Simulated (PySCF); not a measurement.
An unknown is described by computed data only.

Elements present: C, H, N, O and Si. Monoisotopic mass: 126.0249 u.

| Property | Result |
| --- | --- |
| 13C NMR | chemical shifts (computed TMS as zero) by class: 188.1 (1 C), 155.0 (1 C), 142.7 (1 C), 135.4 (1 C) ppm [GIAO PBE0/pcSseg-1] |
| UV, first state | lowest singlet excitation: 4.23 eV (293 nm, f = 0.000) [TDDFT CAM-B3LYP/def2-SVPD] |
| Rotational structure | rotational constants A, B, C: 3.097, 1.797, 1.155 GHz [GFN2-xTB] |
| 1H NMR | chemical shifts (computed TMS as zero) by class: 9.66 (1 H), 7.76 (1 H), 7.35 (1 H), 5.23 (3 H) ppm [GIAO PBE0/pcSseg-1] |
| NMR, other nuclei | isotropic shieldings of nuclei other than C and H, by class: -75 (1 N), 60 (1 N), -228 (1 O), 415 (1 Si) ppm [GIAO PBE0/pcSseg-1] |
| Dipole | 1.62 D [CAM-B3LYP/def2-SVPD] |

Gas-phase values; electronic properties from PySCF, density fitting. Levels stand in brackets. The structure is a single GFN2-xTB conformer in the gas phase; no vibrational or solvent corrections. Each NMR value is the plain mean over a class of atoms that symmetry, rotation or inversion makes alike.

Question: Which formula fits the mass and the elements?

Answer: C4H6N2OSi (calculated 126.0249). No other formula that holds each of these elements comes within 0.0003 u with a fitting electron parity and a possible valence count.

Question: Propose a structure and show how it fits.

Answer: Numbering: `[O:1]=[CH:2][c:3]1[n:4][cH:5][cH:6][n:7]1[SiH3:8]`. Its formula, C4H6N2OSi, gives 4 degrees of unsaturation: 1 ring and 3 π bonds in the structure found (Kekulé form). 4 carbons fall into 4 classes; from least to most shielded: aldehyde carbon [C2] (188.1 ppm), substituted aromatic carbon [C3] (155.0 ppm), aromatic CH next to a ring nitrogen [C5] (142.7 ppm), aromatic CH next to a ring nitrogen [C6] (135.4 ppm). Hydrogen classes from least to most shielded: 1 H on an aldehyde carbon, C2 (9.66 ppm), 1 H on an aromatic CH next to a ring nitrogen, C5 (7.76 ppm), 1 H on an aromatic CH next to a ring nitrogen, C6 (7.35 ppm), 3 H on an SiH3 silicon, Si8 (5.23 ppm). The other shieldings belong to: -75 ppm, pyridine-type nitrogen [N4]; 60 ppm, pyrrole-type nitrogen [N7]; -228 ppm, aldehyde oxygen [O1]; 415 ppm, SiH3 silicon [Si8]. S1 is mainly HOMO−1→LUMO (weight 0.82); the largest Löwdin shares of the orbital it empties are 0.35 on the aldehyde oxygen, 0.14 on the pyridine-type nitrogen, 0.12 on the SiH3 silicon and 0.09 on an Si–H hydrogen, of the orbital it fills 0.28 on the aldehyde carbon, 0.23 on the aldehyde oxygen, 0.12 on the pyridine-type nitrogen and 0.09 on an aromatic CH next to a ring nitrogen. The optimised geometry has point group Cs and is an asymmetric top. Structure: `n1([SiH3])c(ncc1)C=O`. Computed isomers that give other values at the same levels: `C=NC(=C)O[SiH2]C#N` (13C chemical shifts (computed TMS as zero) by class: 162.5 (1 C), 153.3 (1 C), 123.8 (1 C), 106.0 (1 C) ppm); `C/C(C#N)=N/[SiH2]C=O` (13C chemical shifts (computed TMS as zero) by class: 244.6 (1 C), 160.9 (1 C), 116.4 (1 C), 35.8 (1 C) ppm). The assignments are read from this structure; whether some other isomer fits the data as well wasn't checked.

The values belong to the conformer `[O:1]=[CH:2][c:3]1[n:4][cH:5][cH:6][n:7]1[SiH3:8]`: O1–C2–C3–N4 180°.
